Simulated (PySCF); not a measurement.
Spinor energies of La²⁺ (lanthanum, charge +2)

Start: [Xe] 5d1; 5d3/2 filled at m_j = +3/2. Calculated with PySCF 2.14 in x2c-QZVPPall-2c (16s16p12d6f2g, 184 functions): generalised Hartree-Fock with the X2C-1e Hamiltonian and a Gaussian nucleus; one run each with spin-orbit coupling (SO) switched off, then screened by Boettger's factors.

```csv
spinor shell,electrons,"ε, spin-free (eV)","ε, screened SO (eV)",weight of nominal j (screened SO),"rms radius, screened SO (bohr)"
1s1/2,2,-39134.1,-39129.1,1.000,0.0286
2s1/2,2,-6349.0,-6347.4,1.000,0.116
2p1/2,2,-5684.8,-5973.6,1.000,0.100
2p3/2,4,-5684.8,-5556.9,1.000,0.106
3s1/2,2,-1414.1,-1413.5,1.000,0.303
3p1/2,2,-1197.1,-1254.7,1.000,0.295
3p3/2,4,-1197.1,-1171.2,1.000,0.308
3d3/2,4,-885.36,-895.64,1.000,0.279
3d5/2,6,-885.36,-877.94,1.000,0.283
4s1/2,2,-315.20,-314.99,1.000,0.694
4p1/2,2,-241.76,-254.07,1.000,0.719
4p3/2,4,-241.76,-236.10,1.000,0.746
4d3/2,4,-132.12,-133.96,1.000,0.820
4d5/2,6,-132.12,-130.66,1.000,0.830
5s1/2,2,-61.617,-61.544,1.000,1.67
5p1/2,2,-40.799,-43.084,0.996,1.86
5d3/2,1,-18.466,-18.561,0.998,2.79
```

**Question.** Where does 5p3/2 lie, and what is the 5p spin-orbit splitting (screened SO)?

**Answer.** At -39.672 eV, 3.412 eV above 5p1/2.

```json
{"quantity": "E (hartree)", "spin-free": "-8487.19099", "screened SO": "-8490.65085"}
{"quantity": "M_J", "spin-free": "3/2", "screened SO": "3/2"}
{"quantity": "⟨J²⟩", "spin-free": "7.255", "screened SO": "3.772"}
{"quantity": "⟨L²⟩", "spin-free": "6.032", "screened SO": "6.056"}
{"quantity": "⟨S²⟩", "spin-free": "0.753", "screened SO": "0.791"}
```

Each row is a mean over spinors that exchange with the open shell spreads, by up to 2.141 eV (5p1/2).

Breit and QED terms are absent; they matter most for the inner s and p1/2 levels.

Densities and radii are taken from the X2C orbitals without a picture-change correction, which distorts them close to the nucleus.

Without spin-orbit coupling the j labels of p, d and f shells carry no meaning; the spin-free column gives the mean over the occupied spinors of each nl shell, and its ⟨J²⟩ belongs to a mixture of degenerate components.
